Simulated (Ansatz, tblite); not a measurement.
Forces on the cluster B₈H₁₃⁻ at its r2SCAN-D4/def2-SVPD geometry. The state is a singlet with charge -1.

The xTB rows come from tblite. Another isomer (singlet) lies 1.61 eV lower at PBE0-D4/def2-TZVPD; other spin states weren't run for this one.

GFN1-xTB (tblite), largest force 2.00 eV/Å:

```xyz
21
positions Å, forces eV/Å
B    -0.921    1.129    1.738   -0.669    0.954    0.033
B     1.018    0.029   -1.962    0.776    0.368   -0.847
B    -0.058   -1.376   -1.818   -0.289   -0.457    0.503
B     0.554   -0.471   -0.366    0.755   -1.849    0.159
B    -0.637    0.878    0.077   -0.305    1.299   -0.194
B    -0.804   -0.521    1.077   -0.363   -1.348   -0.754
B    -0.325   -0.057    2.705   -0.079   -0.152    0.633
B     0.801    1.242   -0.727   -0.143    0.718    0.277
H    -0.436   -0.386    3.856    0.127    0.105   -0.329
H     2.079   -0.102   -2.523   -0.257   -0.014    0.095
H    -1.672    1.946    2.213    0.187   -0.230   -0.127
H     0.499   -2.347   -2.292   -0.269    0.138    0.208
H    -1.602    0.803   -0.665    0.140    0.159    0.216
H     1.740    1.965   -0.492   -0.331   -0.166    0.042
H     1.480   -0.930    0.266   -0.142    0.010   -0.171
H    -1.625   -1.401    1.024    0.126    0.262    0.062
H     0.306    1.072    2.465    0.371   -0.017    0.121
H     0.051   -0.446   -2.793    0.019    0.043   -0.099
H    -1.263   -1.422   -1.729    0.250   -0.158   -0.244
H     0.547    1.318   -2.042   -0.097    0.305   -0.023
H     0.268   -0.923    1.988    0.196    0.030    0.440
```

GFN2-xTB (tblite), largest force 1.05 eV/Å:

```
B -0.488 0.291 -0.078
B 0.184 0.375 -0.388
B -0.281 -0.076 0.276
B 0.738 -0.747 -0.075
B -0.177 0.259 -0.067
B -0.378 -0.473 -0.329
B 0.535 -0.047 0.053
B -0.458 0.175 0.225
H 0.007 0.114 -0.301
H -0.269 0.001 0.144
H 0.170 -0.202 -0.221
H -0.370 0.029 0.204
H 0.133 0.386 0.105
H -0.203 -0.116 0.068
H -0.003 -0.105 -0.142
H 0.173 0.335 -0.018
H 0.133 -0.195 0.209
H 0.189 -0.002 -0.002
H 0.374 -0.336 -0.236
H 0.088 0.150 0.045
H -0.097 0.186 0.529
```

PBE-D4/def2-TZVPD (Ansatz), largest force 0.13 eV/Å:

```
B 0.065 -0.098 -0.034
B -0.017 -0.048 0.076
B 0.050 0.058 0.027
B -0.008 -0.001 -0.011
B 0.016 -0.031 0.067
B 0.007 0.066 0.036
B -0.082 0.070 -0.070
B -0.022 -0.069 0.008
H 0.015 0.020 -0.081
H -0.077 0.018 0.042
H 0.055 -0.063 -0.035
H -0.042 0.066 0.029
H 0.056 0.016 0.014
H -0.082 -0.042 -0.024
H -0.058 0.023 -0.047
H 0.052 0.059 -0.001
H -0.047 -0.005 0.013
H 0.009 -0.004 -0.003
H 0.072 0.004 0.006
H 0.016 -0.012 0.001
H 0.022 -0.028 -0.011
```
